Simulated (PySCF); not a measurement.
Two-photon absorption: SMILES CC(C(=C)CC)C, C7H14

Geometry (Å), atoms numbered from 1 in this order:
```xyz
21

C     0.2500   -1.1249   -1.2886
C     0.2299   -0.3228   -0.2187
C     1.4677    0.2927    0.3749
C     2.7852   -0.0168   -0.3097
C    -1.0693    0.0494    0.4820
C    -1.8407   -1.1774    0.9631
C    -1.9370    0.9475   -0.3992
H     1.1772   -1.3860   -1.8029
H    -0.6696   -1.5549   -1.6955
H     1.3124    1.3875    0.4122
H     1.5157   -0.0122    1.4372
H     2.7846    0.3245   -1.3563
H     3.6201    0.4821    0.2042
H     2.9930   -1.0979   -0.3119
H    -0.7943    0.6362    1.3762
H    -1.2181   -1.8119    1.6117
H    -2.7366   -0.8809    1.5312
H    -2.1733   -1.7954    0.1146
H    -2.8383    1.2796    0.1401
H    -2.2620    0.4115   -1.3046
H    -1.3852    1.8427   -0.7245
```

The calculation used TDDFT CAM-B3LYP/aug-cc-pVDZ excited states, vertical, gas phase in PySCF. Geometry: PBE0-D3(BJ)/def2-SVP.

(1) How strongly do the lowest singlets absorb one photon, and two photons of half the energy?

Results:

(1) δ for parallel linear polarisation; σ at the peak of a Lorentzian of half width 0.1 eV, single beam; Ω is circular over linear.
```csv
state,E (eV),f,photon λ (nm),δ (au),σ (GM),Ω,main
S1,6.22,0.020,398,65.1,0.92,1.49,"HOMO→LUMO 0.80, HOMO→LUMO+2 0.08"
S2,6.64,0.159,373,167,2.69,0.24,"HOMO→LUMO+3 0.58, HOMO→LUMO+5 0.12"
S3,6.72,0.013,369,30.2,0.50,0.99,"HOMO→LUMO+2 0.75, HOMO→LUMO 0.08"
S4,6.90,0.000,359,60.7,1.06,1.50,HOMO→LUMO+1 0.79
S5,7.17,0.096,346,75.9,1.43,1.00,"HOMO→LUMO+3 0.33, HOMO→LUMO+8 0.19"
S6,7.40,0.001,335,9.08,0.18,1.33,"HOMO→LUMO+6 0.51, HOMO→LUMO+5 0.24"
```

Among these, the strongest one-photon state is S2, the strongest two-photon state S2, with a dipole change of 1.8 D (relaxed, norm of the difference vector).
